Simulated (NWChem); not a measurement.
CH$_{3}$ISi, singlet; SMILES I[Si]C

Program: NWChem. Low-valent species are run as closed-shell singlets; no triplet was tried in these runs. Geometry: optimised at PBE0/def2-SVP. def2 effective core potentials on I; no spin-orbit coupling. Level MN15/def2-SVP: energy and gradient on several grids; changes count from the extra-fine grid, which is no exact limit either.

```csv
grid,size of the energy change (μHa),largest change of a gradient component (μHa/bohr)
xcoarse,2000,700
coarse,20,200
medium,< 10,40
fine,< 10,< 30
xfine,< 10,< 30
```
